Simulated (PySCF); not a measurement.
Isomers of C8H13NSi. Level of theory: PBE0-D3(BJ)/def2-SVP geometry optimisation, gas phase (PySCF 2.14.0). Energies are electronic, without zero-point or thermal terms, for one conformer each. No frequencies were run at this level. Point groups hold within 0.08 Å.

Question: Order them by energy at this level, lowest first, and give relative energies in kcal/mol.
A. `C[Si](C)(c1ccncc1)C`
B. `C[Si](C)(C)c1cccnc1`
C. `C[Si](C)(C)c1ccccn1`

Answer: B (0.0), A (0.3), C (0.7).

Neighbours under 2.5 kcal/mol apart (C[Si](C)(C)c1cccnc1 and C[Si](C)(C)c1ccncc1; C[Si](C)(C)c1ccncc1 and C[Si](C)(C)c1ccccn1) can change places with a better method, another conformer or zero-point energy.

| SMILES | E (Eh) | E rel (kcal/mol) | dipole (D) | point group | A, B, C (MHz) |
| --- | --- | --- | --- | --- | --- |
| C[Si](C)(C)c1cccnc1 | -656.06289 | 0.0 | 2.35 | near Cs | 2049, 728.3, 648.1 |
| C[Si](C)(C)c1ccncc1 | -656.06236 | 0.3 | 2.74 | C1 | 2067, 717.8, 641.9 |
| C[Si](C)(C)c1ccccn1 | -656.06175 | 0.7 | 1.71 | – | 2042, 746.9, 662.4 |

How do the relative energies change in single points at PBE0/pcSseg-1 (no added dispersion term) on the same geometries?

```
             SMILES  PBE0-D3(BJ)/def2-SVP (kcal/mol)  PBE0/pcSseg-1 (kcal/mol)  shift
C[Si](C)(C)c1cccnc1                              0.0                       0.0    0.0
C[Si](C)(C)c1ccncc1                              0.3                       0.4   +0.1
C[Si](C)(C)c1ccccn1                              0.7                       0.6   -0.1
```

Each column counts from its own lowest isomer. The order is unchanged; the largest shift is 0.1 kcal/mol.

As an exercise, what shares would exp(−E/RT) give at 298.15 K from these electronic energies alone (no entropy, no degeneracies)?

RT = 0.592 kcal/mol: C[Si](C)(C)c1cccnc1 53.5 %, C[Si](C)(C)c1ccncc1 30.5 %, C[Si](C)(C)c1ccccn1 16.0 %.
